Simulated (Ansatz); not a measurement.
Reaction (redistribution): `[NH]=[V]([NH2])([OH])[F]` + `[CH3][SnH]([F])[SH]` → `[NH]=[V]([NH2])([F])[F]` + `[CH3][SnH]([OH])[SH]`

Isolated molecules relaxed with PBE0-D4/def2-TZVP in Ansatz; ΔE leaves out vibrations. CBS: MP2 limit from def2 TZ/QZ plus the TZ coupled-cluster correction, frozen cores. Functionals use def2-TZVPP. def2 core potentials past Kr. For Sn, V outer-core shells are correlated without core-valence functions, which leaves a few kJ/mol of doubt a bond. Scalar relativity is left out up to krypton. One conformer a species, not always the lowest.

`[NH]=[V]([NH2])([OH])[F]`:

```xyz
9

N     1.311    0.317    0.746
V    -0.005   -0.422    0.199
N    -0.236    0.259   -1.469
O    -1.405   -0.054    1.216
F     0.205   -2.157    0.133
H     2.213    0.555    1.136
H    -1.073    0.046   -1.997
H     0.352    0.926   -1.939
H    -1.362    0.529    1.976
```

`[CH3][SnH]([F])[SH]`:

```xyz
9

C     0.062    1.264   -0.475
Sn    0.116   -0.850   -0.302
F     1.963   -1.225    0.109
S    -1.186   -1.654    1.530
H    -0.959    1.597   -0.662
H     0.425    1.700    0.455
H     0.707    1.575   -1.296
H    -0.231   -1.814   -1.660
H    -0.896   -0.593    2.301
```

`[NH]=[V]([NH2])([F])[F]`:

Cartesian coordinates in Å:
```
N 0.952 -1.206 0.168
V 0.026 0.028 0.593
N -0.591 0.658 -0.982
F -1.294 -0.487 1.607
F 0.943 1.253 1.426
H 1.567 -2.005 0.092
H -0.389 0.302 -1.902
H -1.214 1.456 -1.002
```

`[CH3][SnH]([OH])[SH]`:

Cartesian coordinates in Å:
```
C 0.283 0.878 1.292
Sn -0.526 -0.484 -0.118
O 0.947 -1.761 -0.389
S -1.026 0.539 -2.237
H -0.427 1.681 1.489
H 0.506 0.349 2.218
H 1.204 1.296 0.887
H -1.948 -1.324 0.321
H 0.819 -2.326 -1.155
H 0.167 1.153 -2.307
```

```json
{"level": "r2SCAN0-D4", "ΔE (eV)": "0.06"}
{"level": "r2SCAN", "ΔE (eV)": "0.05"}
{"level": "r2SCANh", "ΔE (eV)": "0.06"}
{"level": "CCSD/def2-SVP", "ΔE (eV)": "0.05"}
```

Q: What does CCSD(T)/CBS give? (Estimate.)

A: Ansatz gave: +0.09 eV. The listed levels differ from it by -0.03, -0.04, -0.03, -0.04 eV.

Largest T1 diagnostic among the species: 0.030, so the coupled-cluster value is less sure than usual.

Leaving LDA and LC-ωPBE aside and taking each functional with its dispersion term where it has one, the values, not all of them listed here, spread over 0.03 eV, from PBE-QIDH to BHLYP-D4.
